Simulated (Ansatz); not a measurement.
Ansatz (a first-principles code) input (PBE/6-31G* with LANL2DZ past Ar): The .json file joins the Basis Set Exchange's 6-31G* for atoms up to Ar and LANL2DZ past it.

Ansatz 0.2 input:
```yaml
crystal:
  periodic: [false, false, false]
  atoms:
    - {symbol: C, position_ang: [-2.85475300, -0.15774700, 0.09723900]}
    - {symbol: C, position_ang: [-1.38200300, -0.23481600, 0.51935800]}
    - {symbol: O, position_ang: [-1.08347200, -0.59952100, 1.64542300]}
    - {symbol: O, position_ang: [-0.58938600, 0.12287800, -0.44325700]}
    - {symbol: Ge, position_ang: [1.41420800, 0.21368200, -0.45215700]}
    - {symbol: H, position_ang: [-3.50262200, -0.46163900, 0.91840000]}
    - {symbol: H, position_ang: [-3.09711500, 0.86234500, -0.20859200]}
    - {symbol: H, position_ang: [-3.02411400, -0.80320500, -0.76737800]}
    - {symbol: H, position_ang: [1.63444600, -1.23206000, 0.23625000]}
    - {symbol: H, position_ang: [1.53813700, 0.96526700, 0.97344400]}
basis:
  gaussian:
    orbitals: 6-31Gs+LANL2DZ.json
hamiltonian:
  xc: {name: PBE}
total_charge: -1
relax: {f_tol: 0.003, max_steps: 120}
```

Output:

```
Functional definition: PBE
integrals: 0.03 GiB planned
958 factors; their error is unknown
mean field: 0.18 GiB planned
mean field evaluation 1: about -6342.5996 eV, gradient 4.2e1 eV
mean field evaluation 2: about -6332.3938 eV, gradient 8.6e1 eV
mean field evaluation 4: about -6346.2594 eV, gradient 7.6e0 eV
mean field evaluation 8: about -6346.3740 eV, gradient 1.2e-1 eV
mean field evaluation 16: about -6346.3193 eV, gradient 2.1e-4 eV
mean field -6346.31930269 eV, -233.2229326842 hartree, gradient 9.5e-6 eV, S^2 0.000000; 0 other end points of the search recorded, 0 dependent functions left out
the calculation of the forces begins
reference -6346.31933226 eV, -233.2229337708 hartree; 19, 19 occupied and 59, 59 virtual orbitals, 958 factors
relax step   1: F+E_penalty+E_count = -6346.31930269 eV  Δ(F+E_penalty+E_count) = +0.000e0 eV  max|allowed force component| = 1.273e0 eV/Å  Δτ_max = 0.0000 Å  (29 SCF iters, accepted)
these checks for a lower state are left out or cut short: starts, cluster_reference, orbital_swaps, neighbouring_geometries, increment
integrals: 0.03 GiB planned
958 factors; their error is unknown
mean field: 0.18 GiB planned
mean field -6346.36640872 eV, -233.2246637989 hartree, gradient 1.0e-5 eV, S^2 0.000000; 0 other end points of the search recorded, 0 dependent functions left out
the calculation of the forces begins
reference -6346.36643831 eV, -233.2246648864 hartree; 19, 19 occupied and 59, 59 virtual orbitals, 958 factors
relax step   2: F+E_penalty+E_count = -6346.36640872 eV  Δ(F+E_penalty+E_count) = -4.711e-2 eV  max|allowed force component| = 3.239e-1 eV/Å  Δτ_max = 0.0421 Å  (33 SCF iters, accepted)
these checks for a lower state are left out or cut short: starts, cluster_reference, orbital_swaps, neighbouring_geometries, increment
integrals: 0.03 GiB planned
958 factors; their error is unknown
mean field: 0.18 GiB planned
mean field evaluation 32: about -6346.3709 eV, gradient 1.1e-4 eV
mean field -6346.37093448 eV, -233.2248301173 hartree, gradient 1.3e-5 eV, S^2 0.000000; 0 other end points of the search recorded, 0 dependent functions left out
the calculation of the forces begins
reference -6346.37096419 eV, -233.2248312093 hartree; 19, 19 occupied and 59, 59 virtual orbitals, 958 factors
relax step   3: F+E_penalty+E_count = -6346.37093448 eV  Δ(F+E_penalty+E_count) = -4.526e-3 eV  max|allowed force component| = 9.442e-2 eV/Å  Δτ_max = 0.0146 Å  (34 SCF iters, accepted)
these checks for a lower state are left out or cut short: starts, cluster_reference, orbital_swaps, neighbouring_geometries, increment
integrals: 0.03 GiB planned
958 factors; their error is unknown
mean field: 0.18 GiB planned
mean field -6346.37152739 eV, -233.2248519065 hartree, gradient 1.3e-5 eV, S^2 0.000000; 0 other end points of the search recorded, 0 dependent functions left out
the calculation of the forces begins
reference -6346.37155714 eV, -233.2248529998 hartree; 19, 19 occupied and 59, 59 virtual orbitals, 958 factors
relax step   4: F+E_penalty+E_count = -6346.37152739 eV  Δ(F+E_penalty+E_count) = -5.929e-4 eV  max|allowed force component| = 3.629e-2 eV/Å  Δτ_max = 0.0070 Å  (34 SCF iters, accepted)
these checks for a lower state are left out or cut short: starts, cluster_reference, orbital_swaps, neighbouring_geometries, increment
integrals: 0.03 GiB planned
958 factors; their error is unknown
mean field: 0.18 GiB planned
mean field -6346.37167730 eV, -233.2248574155 hartree, gradient 1.3e-5 eV, S^2 0.000000; 0 other end points of the search recorded, 0 dependent functions left out
the calculation of the forces begins
reference -6346.37170708 eV, -233.2248585099 hartree; 19, 19 occupied and 59, 59 virtual orbitals, 958 factors
relax step   5: F+E_penalty+E_count = -6346.37167730 eV  Δ(F+E_penalty+E_count) = -1.499e-4 eV  max|allowed force component| = 1.176e-2 eV/Å  Δτ_max = 0.0048 Å  (35 SCF iters, accepted)
these checks for a lower state are left out or cut short: starts, cluster_reference, orbital_swaps, neighbouring_geometries, increment
integrals: 0.03 GiB planned
958 factors; their error is unknown
mean field: 0.18 GiB planned
mean field -6346.37171985 eV, -233.2248589792 hartree, gradient 8.8e-6 eV, S^2 0.000000; 0 other end points of the search recorded, 0 dependent functions left out
the calculation of the forces begins
reference -6346.37174965 eV, -233.2248600743 hartree; 19, 19 occupied and 59, 59 virtual orbitals, 958 factors
relax step   6: F+E_penalty+E_count = -6346.37171985 eV  Δ(F+E_penalty+E_count) = -4.255e-5 eV  max|allowed force component| = 1.477e-2 eV/Å  Δτ_max = 0.0046 Å  (26 SCF iters, accepted)
these checks for a lower state are left out or cut short: starts, cluster_reference, orbital_swaps, neighbouring_geometries, increment
integrals: 0.03 GiB planned
958 factors; their error is unknown
mean field: 0.18 GiB planned
mean field evaluation 64: about -6346.3717 eV, gradient 1.2e-5 eV
mean field -6346.37172326 eV, -233.2248591047 hartree, gradient 1.2e-5 eV, S^2 0.000000; 0 other end points of the search recorded, 0 dependent functions left out
the calculation of the forces begins
reference -6346.37175307 eV, -233.2248602001 hartree; 19, 19 occupied and 59, 59 virtual orbitals, 958 factors
relax step   7: F+E_penalty+E_count = -6346.37172326 eV  Δ(F+E_penalty+E_count) = -3.416e-6 eV  max|allowed force component| = 6.071e-3 eV/Å  Δτ_max = 0.0022 Å  (24 SCF iters, accepted)
these checks for a lower state are left out or cut short: starts, cluster_reference, orbital_swaps, neighbouring_geometries, increment
integrals: 0.03 GiB planned
958 factors; their error is unknown
mean field: 0.18 GiB planned
mean field -6346.37172006 eV, -233.2248589870 hartree, gradient 1.4e-5 eV, S^2 0.000000; 0 other end points of the search recorded, 0 dependent functions left out
the calculation of the forces begins
reference -6346.37174986 eV, -233.2248600823 hartree; 19, 19 occupied and 59, 59 virtual orbitals, 958 factors
relax step   8: F+E_penalty+E_count = -6346.37172006 eV  Δ(F+E_penalty+E_count) = +3.203e-6 eV  max|allowed force component| = 8.274e-3 eV/Å  Δτ_max = 0.0011 Å  (21 SCF iters, rejected (line search))
these checks for a lower state are left out or cut short: starts, cluster_reference, orbital_swaps, neighbouring_geometries, increment
integrals: 0.03 GiB planned
958 factors; their error is unknown
mean field: 0.18 GiB planned
mean field -6346.37172732 eV, -233.2248592538 hartree, gradient 6.5e-5 eV, S^2 0.000000; 0 other end points of the search recorded, 0 dependent functions left out
the calculation of the forces begins
reference -6346.37175712 eV, -233.2248603490 hartree; 19, 19 occupied and 59, 59 virtual orbitals, 958 factors
relax step   9: F+E_penalty+E_count = -6346.37172732 eV  Δ(F+E_penalty+E_count) = -4.056e-6 eV  max|allowed force component| = 5.795e-4 eV/Å  Δτ_max = 0.0005 Å  (21 SCF iters, accepted)
integrals: 0.03 GiB planned
958 factors; their error is unknown
mean field: 0.18 GiB planned
mean field evaluation 96: about -6346.3717 eV, gradient 9.5e-5 eV
mean field -6346.37172732 eV, -233.2248592538 hartree, gradient 6.5e-5 eV, S^2 0.000000; 1 other end points of the search recorded, 0 dependent functions left out
the calculation of the forces begins
reference -6346.37175712 eV, -233.2248603490 hartree; 19, 19 occupied and 59, 59 virtual orbitals, 958 factors
Total energy: -6346.37175712 eV, -233.2248603490 hartree
Atom 0 at    -2.863657    -0.158339     0.097842 Å, force     0.000082     0.000032    -0.000086 eV/Å
Atom 1 at    -1.373603    -0.230131     0.506492 Å, force    -0.000498    -0.000123     0.000303 eV/Å
Atom 2 at    -1.051454    -0.596539     1.640717 Å, force     0.000115     0.000025    -0.000059 eV/Å
Atom 3 at    -0.603776     0.139407    -0.494405 Å, force     0.000033    -0.000057     0.000174 eV/Å
Atom 4 at     1.425867     0.214555    -0.453239 Å, force     0.000580     0.000119    -0.000278 eV/Å
Atom 5 at    -3.507079    -0.467947     0.936618 Å, force     0.000040     0.000011    -0.000028 eV/Å
Atom 6 at    -3.126180     0.869414    -0.209668 Å, force    -0.000015     0.000236     0.000073 eV/Å
Atom 7 at    -3.052551    -0.810459    -0.773259 Å, force     0.000006    -0.000232    -0.000084 eV/Å
Atom 8 at     1.651812    -1.258789     0.259269 Å, force    -0.000163    -0.000210    -0.000077 eV/Å
Atom 9 at     1.553946     0.974011     1.008364 Å, force    -0.000181     0.000200     0.000061 eV/Å
Dipole moment:    -0.558886     0.058759    -0.248155 e Å
```

The dipole moment of an ion depends on the origin.

The geometry given is a B3LYP-D3(BJ)/def2-TZVP minimum.
